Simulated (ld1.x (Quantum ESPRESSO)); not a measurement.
Cs: one change to a TM semilocal potential, before and after

```json
{"Element": "caesium", "Generator": "ld1.x (Quantum ESPRESSO) 7.5", "Type": "norm-conserving Troullier–Martins (semilocal form)", "Functional": "LDA (PZ)", "Relativity": "scalar-relativistic", "Frozen core": "[Xe]", "Valence charge": "1", "Reference configuration": "5d0 6s0.5 6p0 (charge +0.5)", "Partial waves": "6s (bound): rc 4.00 bohr; 6p (bound, empty): rc 3.35 bohr; 5d (bound, empty): rc 3.65 bohr", "Local potential": "the d channel", "Core correction": "Bessel-smoothed model core inside 1.65 bohr"}
```

Change: form changed from semilocal to separable (Kleinman–Bylander), still TM; local potential all-electron potential smoothed inside 2.55 bohr (lloc = -1).

Cutoffs: the cutoffs (Ry, on a coarse ladder) from which the occupation-weighted sum of valence levels, in a spherical-Bessel basis at the reference potential, stays within 10 and 1 mRy of its value at 400 Ry; they do not see the model core or the augmentation charge, which bear on the density cutoff. Errors are all-electron minus pseudo energies relative to the spin-unpolarised reference configuration.

Q: How do hardness, ghosts and transferability respond?

A: Both files are so soft that the ladder of cutoffs tells neither apart; the bound ghosts move from p to p, s; of the 6 tests that both files solve, the error grows in 1 and shrinks in 0 by more than 15 % and 0.3 meV (median size 2.8 → 3.6 meV); the range in which the d phases agree narrows (upper end 3.7 → 1.0). In the semilocal form every listed channel keeps its own potential, so the choice of the local channel does not act on these tests. It acts once the file is put into the separable form. A semilocal file is local in each channel, so a ghost entry of none says nothing of the separable form that plane-wave codes build from it.

| quantity | base | changed |
| --- | --- | --- |
| cutoff, loose | 6 Ry | 6 Ry |
| cutoff, tight | 6 Ry | 6 Ry |
| bound ghosts | p | p, s |
| error for 5d0 6s1 6p0, meV [ΔE -1.55 eV] | -2.8 | -2.7 |
| error for 5d0 6s0 6p1, meV [ΔE -0.08 eV] | +0.7 | -4.5 |
| error for 5d1 6s0 6p0, meV [ΔE 0.17 eV] | -12 | -13 |
| error for 5d0.5 6s0.5 6p0, meV [ΔE -0.69 eV] | -6.6 | -6.9 |
| error for 5d0 6s0.5 6p0 (spin-polarised), meV [ΔE -0.04 eV] | -0.3 | -0.3 |
| error for 5d0 6s1 6p0 (spin-polarised), meV [ΔE -1.66 eV] | -2.7 | -2.7 |
| s: phases at 4.37 bohr within 0.05 rad from the reference energy up to (Ry; the scan ends near 5) | 0.7 | 0.5 |
| p: phases at 4.37 bohr within 0.05 rad from the reference energy up to (Ry; the scan ends near 5) | -0.1 | 0.0 |
| d: phases at 4.37 bohr within 0.05 rad from the reference energy up to (Ry; the scan ends near 5) | 3.7 | 1.0 |

Changed file: The cutoffs count occupied waves only; the empty 6p level needs 25 Ry at the loose tolerance. A true bound ghost makes a file unfit for plane-wave use even where its test errors are small: the radial tests pick states by their node count and pass the ghost by.
